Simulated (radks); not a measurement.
Q: Radial electron density D(r) = 4 pi r^2 rho(r) of an atom or ion with 32 electrons. Method: Dirac Kohn-Sham, relativistic LDA (MacDonald-Vosko exchange, VWN5 correlation), spin-unpolarised, spherical densities, finite nucleus; Fermi nuclear charge, rms radius of each element as measured or else 0.836 A^(1/3) + 0.57 fm; computed with a radial shooting solver on a logarithmic mesh with Libxc functionals.

r (bohr),D(r) (e/bohr)
0.001547,1.180
0.001759,1.486
0.002015,1.895
0.00229,2.376
0.002603,2.970
0.002958,3.702
0.003362,4.598
0.003821,5.687
0.004378,7.092
0.004976,8.682
0.005656,10.57
0.006428,12.77
0.007306,15.32
0.008303,18.21
0.009513,21.65
0.01081,25.19
0.01229,28.93
0.01397,32.75
0.01587,36.49
0.01804,39.92
0.02067,42.98
0.02349,45.05
0.0267,46.13
0.03035,46.13
0.03449,45.10
0.03951,43.15
0.04491,41.01
0.05104,39.21
0.05801,38.41
0.06593,39.15
0.07494,41.64
0.08585,45.81
0.09758,50.25
0.1109,53.85
0.126,55.31
0.1433,53.77
0.1628,49.29
0.1865,42.60
0.212,36.50
0.241,32.55
0.2739,31.81
0.3113,33.88
0.3566,37.18
0.4053,38.96
0.4606,37.77
0.5236,33.30
0.595,26.60
0.6763,19.37
0.7748,12.86
0.8806,8.682
1.001,6.319
1.138,5.126
1.293,4.369
1.469,3.575
1.684,2.570
1.913,1.625
2.175,0.8685
2.472,0.3846
2.809,0.1382
3.193,0.03935
3.658,0.007797
4.157,0.001259
4.725,0.0001467

What is the nuclear charge?

A: Z = 37. The innermost maximum, from 1s, lies near gamma/Z bohr with gamma = sqrt(1 - (Z/c)^2) = 0.963, here 0.026 bohr (found: 0.0285), and its height grows with Z. The density is that of the rubidium ion Rb5+ in [Ar] 3d10 4s1 4p(1/2: 2, 3/2: 1); the configuration itself is not fixed sharply by these data, and Z only to a few units. D(r) has 3 maxima, at r = 0.0285, 0.126, 0.412 bohr, and minima at 0.0585, 0.265 bohr, inside which lie 2.08, 11.11 electrons.
